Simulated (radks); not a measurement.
Q: Species: Ca V. Configuration: [Ne] 3s2 3p(1/2: 1, 3/2: 3) (the NIST ground configuration). All-electron calculation, Dirac Kohn-Sham, BLYP, spin-unpolarised, spherical densities, finite nucleus; Fermi nuclear charge, rms radius 3.4776 fm. Program: a radial shooting solver on a logarithmic mesh with Libxc functionals. Some entries of the table are withheld. Estimate them.

| orbital | occ. | eigenvalue (hartree) | <r> (bohr) | r(max) (bohr) |
|---|---|---|---|---|
| 1s1/2 | 2 | -147.3902 | 0.07683 | 0.05027 |
| 2s1/2 | 2 | -17.34513 | 0.3637 | 0.2997 |
| 2p1/2 | 2 | -14.52780 | 0.3252 | 0.2447 |
| 2p3/2 | 4 | -14.39140 | 0.3278 | 0.2467 |
| 3s1/2 | 2 | -3.57662 | (1) | (2) |
| 3p1/2 | 1 | -2.85085 | 1.157 | 0.9987 |
| 3p3/2 | 3 | -2.83365 | 1.163 | 1.004 |

A: 
(1) 3s1/2 <r> (bohr): 1.096
(2) 3s1/2 r(max) (bohr): 0.9675
